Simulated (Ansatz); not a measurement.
Ansatz (an electronic-structure program) input for C₂H₄AlNO₂, SMILES [CH3][Al]([OH])[N]=C=O, PBE/def2-SVPD. Geometry optimised at PBE0-D3(BJ)/def2-SVP. The structure was generated by enumeration; whether it is a known compound was not checked. Other conformers were not sampled.

Ansatz 0.2 input:
```yaml
crystal:
  periodic: [false, false, false]
  atoms:
    - {symbol: Al, position_ang: [0.07788451, 0.90537831, -0.00000000]}
    - {symbol: C, position_ang: [-1.52818794, 1.97676702, -0.00000000]}
    - {symbol: H, position_ang: [-2.14944950, 1.75974527, 0.88422628]}
    - {symbol: H, position_ang: [-2.14944950, 1.75974527, -0.88422627]}
    - {symbol: H, position_ang: [-1.29594555, 3.05227473, -0.00000000]}
    - {symbol: N, position_ang: [0.00935726, -0.87975233, 0.00000000]}
    - {symbol: C, position_ang: [-0.07114422, -2.07725890, 0.00000001]}
    - {symbol: O, position_ang: [-0.14708946, -3.24438878, -0.00000000]}
    - {symbol: O, position_ang: [1.60479419, 1.64709016, -0.00000000]}
    - {symbol: H, position_ang: [2.45120023, 1.19792319, 0.00000001]}
basis:
  gaussian:
    orbitals: def2-SVPD
hamiltonian:
  xc: {name: PBE}
```

Output:

```
Functional definition: PBE
integrals: 0.09 GiB planned
1368 factors; their error is unknown
mean field: 0.61 GiB planned
mean field evaluation 1: about -14283.1604 eV, gradient 1.0e2 eV
mean field evaluation 2: about -14216.5055 eV, gradient 1.9e2 eV
mean field evaluation 4: about -14303.6585 eV, gradient 1.3e1 eV
mean field evaluation 8: about -14304.0285 eV, gradient 3.2e-1 eV
mean field evaluation 16: about -14303.9507 eV, gradient 4.5e-4 eV
mean field -14303.95069639 eV, -525.6604925261 hartree, gradient 8.4e-5 eV, S^2 0.000000; 0 other end points of the search recorded, 0 dependent functions left out
reference -14303.95075761 eV, -525.6604947763 hartree; 26, 26 occupied and 136, 136 virtual orbitals, 1368 factors
Total energy: -14303.95075761 eV, -525.6604947763 hartree
```

The calculation finished and met its thresholds.
